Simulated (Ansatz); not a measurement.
**Molecular dynamics of BFH₆N₂**

Input:

```yaml
crystal:
  periodic: [false, false, false]
  atoms:
    - { symbol: B, position_ang: [-0.159259, 0.377669, 0.032238] }
    - { symbol: H, position_ang: [-0.375201, -0.208028, 1.383165] }
    - { symbol: F, position_ang: [1.063125, -0.069624, -0.323545] }
    - { symbol: "N", position_ang: [-1.265575, 0.116514, -0.851511] }
    - { symbol: H, position_ang: [-1.271986, -0.8009, -1.260708] }
    - { symbol: H, position_ang: [-2.190566, 0.352099, -0.541587] }
    - { symbol: "N", position_ang: [-0.135768, 1.808713, 0.669094] }
    - { symbol: H, position_ang: [-0.85403, 2.454097, 0.381867] }
    - { symbol: H, position_ang: [0.771794, 2.244917, 0.698927] }
    - { symbol: H, position_ang: [-0.329435, 0.832644, 1.484459] }
basis:
  gaussian: { orbitals: "6-31G*" }
hamiltonian:
  xc: { name: BHLYP }
md:
  timestep: 0.5
  n_steps: 200
  ensemble: nve
  temperature: 100.0
  initial_velocities: maxwell_boltzmann
  seed: 2100
```

Run as:

```bash
$ ansatz run input.yaml --threads 1 --pin off --max-ram 2048MiB --backend cpu --events-out ev --progress --plain --runs-dir out
```

It starts at the highest image of a converged band. Of that band: The profile has 2 maxima (images 1, 3) with wells between them (image 2): this band takes more than one step, which may be the mechanism or a detour left from its start path. Neighbouring images differ by up to 2.3 eV, so the band resolves the path poorly. A vibrational analysis at the climbing image gives one clearly imaginary mode, 1804i cm⁻¹: a first-order saddle point.

Output, in part (one step line in 3, the closing report, with atoms numbered from 0):

```
md step     0: t =     0.00 fs  T =   100.0 K  F+E_penalty+E_count = -6468.25271150 eV  E_kin = 0.103408 eV  conserved = -6468.14930350 eV  (24 SCF iters)
md step     3: t =     1.50 fs  T =    87.1 K  F+E_penalty+E_count = -6468.23903177 eV  E_kin = 0.090018 eV  conserved = -6468.14901426 eV  (24 SCF iters)
md step     6: t =     3.00 fs  T =    76.4 K  F+E_penalty+E_count = -6468.22788011 eV  E_kin = 0.079027 eV  conserved = -6468.14885281 eV  (24 SCF iters)
md step     9: t =     4.50 fs  T =    88.8 K  F+E_penalty+E_count = -6468.24078824 eV  E_kin = 0.091822 eV  conserved = -6468.14896634 eV  (30 SCF iters)
md step    12: t =     6.00 fs  T =   121.3 K  F+E_penalty+E_count = -6468.27400738 eV  E_kin = 0.125474 eV  conserved = -6468.14853382 eV  (29 SCF iters)
md step    15: t =     7.50 fs  T =   226.1 K  F+E_penalty+E_count = -6468.38215667 eV  E_kin = 0.233783 eV  conserved = -6468.14837339 eV  (29 SCF iters)
md step    18: t =     9.00 fs  T =   425.4 K  F+E_penalty+E_count = -6468.58914676 eV  E_kin = 0.439946 eV  conserved = -6468.14920031 eV  (28 SCF iters)
md step    21: t =    10.50 fs  T =   671.5 K  F+E_penalty+E_count = -6468.84292920 eV  E_kin = 0.694344 eV  conserved = -6468.14858525 eV  (29 SCF iters)
md step    24: t =    12.00 fs  T =  1038.5 K  F+E_penalty+E_count = -6469.22334402 eV  E_kin = 1.073866 eV  conserved = -6468.14947766 eV  (29 SCF iters)
md step    27: t =    13.50 fs  T =  1433.0 K  F+E_penalty+E_count = -6469.63214188 eV  E_kin = 1.481794 eV  conserved = -6468.15034748 eV  (29 SCF iters)
md step    30: t =    15.00 fs  T =  1744.3 K  F+E_penalty+E_count = -6469.95332157 eV  E_kin = 1.803726 eV  conserved = -6468.14959553 eV  (29 SCF iters)
md step    33: t =    16.50 fs  T =  2022.9 K  F+E_penalty+E_count = -6470.24265425 eV  E_kin = 2.091867 eV  conserved = -6468.15078741 eV  (28 SCF iters)
md step    36: t =    18.00 fs  T =  2167.9 K  F+E_penalty+E_count = -6470.39169227 eV  E_kin = 2.241770 eV  conserved = -6468.14992201 eV  (29 SCF iters)
md step    39: t =    19.50 fs  T =  2245.0 K  F+E_penalty+E_count = -6470.47178010 eV  E_kin = 2.321537 eV  conserved = -6468.15024322 eV  (29 SCF iters)
md step    42: t =    21.00 fs  T =  2254.7 K  F+E_penalty+E_count = -6470.48116275 eV  E_kin = 2.331581 eV  conserved = -6468.14958185 eV  (29 SCF iters)
md step    45: t =    22.50 fs  T =  2245.4 K  F+E_penalty+E_count = -6470.47109493 eV  E_kin = 2.321911 eV  conserved = -6468.14918418 eV  (29 SCF iters)
md step    48: t =    24.00 fs  T =  2252.1 K  F+E_penalty+E_count = -6470.47915082 eV  E_kin = 2.328901 eV  conserved = -6468.15025008 eV  (29 SCF iters)
md step    51: t =    25.50 fs  T =  2193.8 K  F+E_penalty+E_count = -6470.41740438 eV  E_kin = 2.268591 eV  conserved = -6468.14881387 eV  (29 SCF iters)
md step    54: t =    27.00 fs  T =  2169.5 K  F+E_penalty+E_count = -6470.39388161 eV  E_kin = 2.243463 eV  conserved = -6468.15041838 eV  (29 SCF iters)
md step    57: t =    28.50 fs  T =  2068.5 K  F+E_penalty+E_count = -6470.28828194 eV  E_kin = 2.138968 eV  conserved = -6468.14931348 eV  (29 SCF iters)
md step    60: t =    30.00 fs  T =  1973.6 K  F+E_penalty+E_count = -6470.18971358 eV  E_kin = 2.040834 eV  conserved = -6468.14887964 eV  (29 SCF iters)
md step    63: t =    31.50 fs  T =  1932.2 K  F+E_penalty+E_count = -6470.14817651 eV  E_kin = 1.998085 eV  conserved = -6468.15009195 eV  (30 SCF iters)
md step    66: t =    33.00 fs  T =  1863.7 K  F+E_penalty+E_count = -6470.07542703 eV  E_kin = 1.927211 eV  conserved = -6468.14821576 eV  (30 SCF iters)
md step    69: t =    34.50 fs  T =  1905.6 K  F+E_penalty+E_count = -6470.12030851 eV  E_kin = 1.970556 eV  conserved = -6468.14975271 eV  (29 SCF iters)
md step    72: t =    36.00 fs  T =  1953.0 K  F+E_penalty+E_count = -6470.16867965 eV  E_kin = 2.019593 eV  conserved = -6468.14908682 eV  (29 SCF iters)
md step    75: t =    37.50 fs  T =  2036.2 K  F+E_penalty+E_count = -6470.25484628 eV  E_kin = 2.105615 eV  conserved = -6468.14923109 eV  (29 SCF iters)
md step    78: t =    39.00 fs  T =  2135.1 K  F+E_penalty+E_count = -6470.35801443 eV  E_kin = 2.207856 eV  conserved = -6468.15015826 eV  (28 SCF iters)
md step    81: t =    40.50 fs  T =  2183.6 K  F+E_penalty+E_count = -6470.40715434 eV  E_kin = 2.258048 eV  conserved = -6468.14910620 eV  (29 SCF iters)
md step    84: t =    42.00 fs  T =  2240.9 K  F+E_penalty+E_count = -6470.46753820 eV  E_kin = 2.317299 eV  conserved = -6468.15023895 eV  (29 SCF iters)
md step    87: t =    43.50 fs  T =  2235.8 K  F+E_penalty+E_count = -6470.46092257 eV  E_kin = 2.311982 eV  conserved = -6468.14894098 eV  (29 SCF iters)
md step    90: t =    45.00 fs  T =  2268.8 K  F+E_penalty+E_count = -6470.49595930 eV  E_kin = 2.346127 eV  conserved = -6468.14983182 eV  (29 SCF iters)
md step    93: t =    46.50 fs  T =  2257.5 K  F+E_penalty+E_count = -6470.48454765 eV  E_kin = 2.334453 eV  conserved = -6468.15009505 eV  (29 SCF iters)
md step    96: t =    48.00 fs  T =  2194.8 K  F+E_penalty+E_count = -6470.41889010 eV  E_kin = 2.269604 eV  conserved = -6468.14928580 eV  (28 SCF iters)
md step    99: t =    49.50 fs  T =  2128.9 K  F+E_penalty+E_count = -6470.35201517 eV  E_kin = 2.201446 eV  conserved = -6468.15056908 eV  (29 SCF iters)
md step   102: t =    51.00 fs  T =  1964.8 K  F+E_penalty+E_count = -6470.18057216 eV  E_kin = 2.031781 eV  conserved = -6468.14879087 eV  (29 SCF iters)
md step   105: t =    52.50 fs  T =  1864.0 K  F+E_penalty+E_count = -6470.07686258 eV  E_kin = 1.927505 eV  conserved = -6468.14935758 eV  (29 SCF iters)
md step   108: t =    54.00 fs  T =  1792.4 K  F+E_penalty+E_count = -6470.00273434 eV  E_kin = 1.853523 eV  conserved = -6468.14921088 eV  (30 SCF iters)
md step   111: t =    55.50 fs  T =  1779.8 K  F+E_penalty+E_count = -6469.98917264 eV  E_kin = 1.840410 eV  conserved = -6468.14876226 eV  (30 SCF iters)
md step   114: t =    57.00 fs  T =  1858.2 K  F+E_penalty+E_count = -6470.07110757 eV  E_kin = 1.921492 eV  conserved = -6468.14961535 eV  (30 SCF iters)
md step   117: t =    58.50 fs  T =  1943.0 K  F+E_penalty+E_count = -6470.15813744 eV  E_kin = 2.009193 eV  conserved = -6468.14894443 eV  (29 SCF iters)
md step   120: t =    60.00 fs  T =  2078.1 K  F+E_penalty+E_count = -6470.29889175 eV  E_kin = 2.148910 eV  conserved = -6468.14998169 eV  (29 SCF iters)
md step   123: t =    61.50 fs  T =  2168.5 K  F+E_penalty+E_count = -6470.39184087 eV  E_kin = 2.242449 eV  conserved = -6468.14939147 eV  (28 SCF iters)
md step   126: t =    63.00 fs  T =  2257.9 K  F+E_penalty+E_count = -6470.48486127 eV  E_kin = 2.334835 eV  conserved = -6468.15002624 eV  (29 SCF iters)
md step   129: t =    64.50 fs  T =  2295.9 K  F+E_penalty+E_count = -6470.52400050 eV  E_kin = 2.374145 eV  conserved = -6468.14985513 eV  (29 SCF iters)
md step   132: t =    66.00 fs  T =  2288.6 K  F+E_penalty+E_count = -6470.51547336 eV  E_kin = 2.366549 eV  conserved = -6468.14892430 eV  (30 SCF iters)
md step   135: t =    67.50 fs  T =  2323.0 K  F+E_penalty+E_count = -6470.55235797 eV  E_kin = 2.402120 eV  conserved = -6468.15023781 eV  (30 SCF iters)
md step   138: t =    69.00 fs  T =  2298.7 K  F+E_penalty+E_count = -6470.52590910 eV  E_kin = 2.377030 eV  conserved = -6468.14887870 eV  (29 SCF iters)
md step   141: t =    70.50 fs  T =  2318.7 K  F+E_penalty+E_count = -6470.54792956 eV  E_kin = 2.397753 eV  conserved = -6468.15017645 eV  (29 SCF iters)
md step   144: t =    72.00 fs  T =  2285.3 K  F+E_penalty+E_count = -6470.51329747 eV  E_kin = 2.363218 eV  conserved = -6468.15007920 eV  (29 SCF iters)
md step   147: t =    73.50 fs  T =  2180.1 K  F+E_penalty+E_count = -6470.40370665 eV  E_kin = 2.254413 eV  conserved = -6468.14929382 eV  (29 SCF iters)
md step   150: t =    75.00 fs  T =  2076.9 K  F+E_penalty+E_count = -6470.29799615 eV  E_kin = 2.147719 eV  conserved = -6468.15027753 eV  (29 SCF iters)
md step   153: t =    76.50 fs  T =  1916.6 K  F+E_penalty+E_count = -6470.13056293 eV  E_kin = 1.981879 eV  conserved = -6468.14868418 eV  (29 SCF iters)
md step   156: t =    78.00 fs  T =  1824.2 K  F+E_penalty+E_count = -6470.03600520 eV  E_kin = 1.886358 eV  conserved = -6468.14964677 eV  (30 SCF iters)
md step   159: t =    79.50 fs  T =  1755.3 K  F+E_penalty+E_count = -6469.96388905 eV  E_kin = 1.815101 eV  conserved = -6468.14878837 eV  (30 SCF iters)
md step   162: t =    81.00 fs  T =  1767.2 K  F+E_penalty+E_count = -6469.97624875 eV  E_kin = 1.827396 eV  conserved = -6468.14885296 eV  (30 SCF iters)
md step   165: t =    82.50 fs  T =  1852.4 K  F+E_penalty+E_count = -6470.06533359 eV  E_kin = 1.915557 eV  conserved = -6468.14977633 eV  (29 SCF iters)
md step   168: t =    84.00 fs  T =  1946.8 K  F+E_penalty+E_count = -6470.16173344 eV  E_kin = 2.013158 eV  conserved = -6468.14857550 eV  (29 SCF iters)
md step   171: t =    85.50 fs  T =  2114.1 K  F+E_penalty+E_count = -6470.33661255 eV  E_kin = 2.186136 eV  conserved = -6468.15047649 eV  (29 SCF iters)
md step   174: t =    87.00 fs  T =  2205.8 K  F+E_penalty+E_count = -6470.43024928 eV  E_kin = 2.280970 eV  conserved = -6468.14927908 eV  (29 SCF iters)
md step   177: t =    88.50 fs  T =  2299.8 K  F+E_penalty+E_count = -6470.52789465 eV  E_kin = 2.378186 eV  conserved = -6468.14970883 eV  (29 SCF iters)
md step   180: t =    90.00 fs  T =  2353.9 K  F+E_penalty+E_count = -6470.58452629 eV  E_kin = 2.434151 eV  conserved = -6468.15037512 eV  (28 SCF iters)
md step   183: t =    91.50 fs  T =  2332.7 K  F+E_penalty+E_count = -6470.56095022 eV  E_kin = 2.412168 eV  conserved = -6468.14878212 eV  (29 SCF iters)
md step   186: t =    93.00 fs  T =  2353.0 K  F+E_penalty+E_count = -6470.58338062 eV  E_kin = 2.433156 eV  conserved = -6468.15022414 eV  (29 SCF iters)
md step   189: t =    94.50 fs  T =  2309.3 K  F+E_penalty+E_count = -6470.53727907 eV  E_kin = 2.388029 eV  conserved = -6468.14924978 eV  (29 SCF iters)
md step   192: t =    96.00 fs  T =  2269.2 K  F+E_penalty+E_count = -6470.49636041 eV  E_kin = 2.346542 eV  conserved = -6468.14981882 eV  (29 SCF iters)
md step   195: t =    97.50 fs  T =  2180.7 K  F+E_penalty+E_count = -6470.40502359 eV  E_kin = 2.255019 eV  conserved = -6468.15000496 eV  (29 SCF iters)
md step   198: t =    99.00 fs  T =  2048.2 K  F+E_penalty+E_count = -6470.26714490 eV  E_kin = 2.117968 eV  conserved = -6468.14917694 eV  (29 SCF iters)
md step   200: t =   100.00 fs  T =  1979.0 K  F+E_penalty+E_count = -6470.19649641 eV  E_kin = 2.046485 eV  conserved = -6468.15001092 eV  (25 SCF iters)
Total energy: -6470.19667776 eV, -237.7753422508 hartree
Atom 0 at    -0.133062     0.820534    -0.234201 Å, force     2.393907     1.936912    -2.394447 eV/Å
Atom 1 at    -1.079357    -8.042553     8.150969 Å, force     0.180268     0.008691    -0.207486 eV/Å
Atom 2 at     1.001201     0.065647    -0.263667 Å, force    -0.672750     0.385182     1.118326 eV/Å
Atom 3 at    -1.230276     0.252057    -0.855121 Å, force    -1.605725    -0.913594     0.997746 eV/Å
Atom 4 at    -1.227156    -0.752057    -0.715368 Å, force    -0.532787     0.311827    -0.471640 eV/Å
Atom 5 at    -2.127112     0.696155    -0.676182 Å, force     0.351540    -0.605876    -0.295814 eV/Å
Atom 6 at     0.030846     2.271211    -0.185287 Å, force    -0.265918    -1.124883     1.307645 eV/Å
Atom 7 at    -0.797499     2.847533    -0.234983 Å, force     0.199130    -0.237588     0.060353 eV/Å
Atom 8 at     0.618845     2.582160     0.572430 Å, force     0.132598     0.248012    -0.322158 eV/Å
Atom 9 at    -1.556729    -8.065599     8.700549 Å, force    -0.180264    -0.008683     0.207476 eV/Å
Dipole moment:    -0.560199     0.126358     0.432757 e Å
```

All steps were run. The conserved energy stayed within 0.17 meV per atom of its start (net change -0.071 meV per atom), so the integration is sound. The kinetic energy rose, since the run started high on the potential surface and went downhill. It ends in pieces (BFH4N2 + H2), so much of that is their flight and rotation, not heat. A run of 0.1 ps of so small a system gives no equilibrium averages. The orbitals stay closed-shell, which can raise the energy where a bond breaks towards radicals; this wasn't checked here.

Between its relaxed ends the band would form B1–N7, H2–H10 and break B1–H2, N7–H10. These pairs go: B1–N7 1.57 → 1.46 Å, H2–H10 1.05 → 0.73 Å, B1–H2 1.49 → 12.24 Å, N7–H10 1.29 → 13.72 Å. In the last frame they stand as after the step (other bonds may differ from the relaxed reactants and products). It ends as BFH4N2 + H2. Pairs count as bonded within 1.25 times the sum of covalent radii (0.12 Å more for H–H).

Last frame:

```xyz
10
Properties=species:S:1:pos:R:3
B -0.133 0.821 -0.234
H -1.079 -8.043 8.151
F 1.001 0.066 -0.264
N -1.230 0.252 -0.855
H -1.227 -0.752 -0.715
H -2.127 0.696 -0.676
N 0.031 2.271 -0.185
H -0.797 2.848 -0.235
H 0.619 2.582 0.572
H -1.557 -8.066 8.700
```

Run time: 8.9 min on 1 thread of Arm Neoverse V1, on a shared host, peak memory 0.13 GiB.
